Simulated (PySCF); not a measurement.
Gas-phase reaction: 2 GaH(CH₃)₂ → 2 GaH₃ + C₄H₈ (trans-2-butene). Level: PBE0/def2-QZVP†; standard pressure 1 bar.

Energies from PySCF, thermal terms from the rigid-rotor harmonic-oscillator model, ideal gas at 1 bar. † marks an energy on the PBE0/def2-TZVP geometry and frequencies. All species are closed-shell singlets. Ga: all electrons, no relativistic terms. Methyl groups turn as free rotors in GaH(CH₃)₂. GaH(CH₃)₂, GaH₃: computed as isolated molecules; such fragments, hydroxides, amides, oligomers or adducts are transient or little studied in the gas. The harmonic model lacks anharmonicity and excited electronic states, which grow with temperature; levels with a mode under 35 cm⁻¹ are left out. Internal rotation in C₄H₈ (trans-2-butene) is treated as a harmonic vibration of one conformer, which makes the entropy rough.

```csv
T (K),1000/T (1/K),log10 K
800,1.2500,-8.61
1000,1.0000,?
1200,0.8333,-4.17
1400,0.7143,-2.89
1600,0.6250,-1.92
1800,0.5556,-1.16
```

Fit log10 K = a + b·(1000/T) to the five rows, get the mean ΔH° and ΔS°, and predict log10 K at 1000 K.

Means: 1000/T = 0.7956, log10 K = -3.750. Sums of products about the means: Sxy = -3.22793, Sxx = 0.301215, so b = Sxy/Sxx = -10.72 and a = -3.750 − (-10.72)×0.7956 = 4.78.
ΔH° = −R ln 10 × 1000 K × b = −19.145 × (-10.72) = 205 kJ; ΔS° = R ln 10 × a = 92 J/K. The run's own values go from 203 kJ and 89 J/K at 800 K to 210 kJ and 94 J/K at 1800 K.
Prediction at 1000 K: 4.78 + (-10.72)×1.0000 = -5.94. The computed value is -5.95, 0.01 from the line.
For scale, ΔH°(298 K) is 203 kJ at this level, 197 kJ at ωB97M-V/def2-TZVP†, and runs from 143 to 226 kJ over the 18 levels computed.
